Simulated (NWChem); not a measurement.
Molecule: C2H4BFO2; SMILES COB(F)C=O

```xyz
10

C     -1.9683     0.2193     0.0008
O     -0.7594     0.9874     0.0005
B      0.4835     0.4968     0.0001
F      1.4934     1.3717    -0.0006
C      0.9269    -1.0568     0.0006
O      0.1603    -2.0072     0.0005
H     -1.7636    -0.8515     0.0021
H     -2.5417     0.4952    -0.8889
H     -2.5426     0.4974     0.8893
H      2.0268    -1.2512     0.0011
```
Atoms are numbered in this order, from 1.

Program: NWChem. Geometry: optimised at B3LYP/6-31G* (spherical d). Isolated, static molecule.

GIAO at PBE0/pcSseg-1: principal shieldings of C5 are -158.0, -105.8, 92.5 ppm; an isolated tetramethylsilane molecule has σ = 185.2 ppm at the same levels.

Problem. Find the isotropic 13C shift, its principal values, the span and the skew.

Solution. 
1. σ(iso) = one third of the sum = -57.1 ppm.
2. δ = σ(reference) − σ = 242.3 ppm against tetramethylsilane.
3. δ11, δ22, δ33 = 343.2, 291.0, 92.7 ppm.
4. Span Ω = δ11 − δ33 = 250.5 ppm; skew κ = 3(δ22 − δ(iso))/Ω = 0.58.
